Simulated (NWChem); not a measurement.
System: GaI2F; SMILES [F][Ga]([I])[I]

All runs: NWChem. The geometry was optimised at PBE0/def2-SVP. def2 effective core potentials on I; no spin-orbit coupling. Level r2SCAN/def2-SVP: energy and gradient on several grids; changes count from the extra-fine grid, which is no exact limit either.

| grid | size of the energy change (μHa) | largest change of a gradient component (μHa/bohr) |
|---|---|---|
| xcoarse | 400 | 2000 |
| coarse | 100 | 600 |
| medium | 60 | < 30 |
| fine | 20 | 60 |
| xfine | < 10 | < 30 |
